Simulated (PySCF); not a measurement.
# Electron correlation in Cl (chlorine, neutral)

[Ne] 3s1 3p6, 2S determinant (an excited configuration). Computed with PySCF 2.14 in def2-TZVPPD, with the non-relativistic Hamiltonian (point nucleus). Frozen: [Ne]; 7 electrons correlated.

| level | correlation energy (mhartree) |
| --- | --- |
| CCSD | -326.95 |
| (T) | -41.18 |
| CCSD(T) | -368.13 |

Diagnostics: T1 = 0.023, D1 = 0.0484, largest double amplitude 0.205.

A double-excitation amplitude exceeds 0.15, a sign of near-degeneracy.

Cost of the coupled-cluster step: about 6 core-seconds, for 7 correlated electrons.
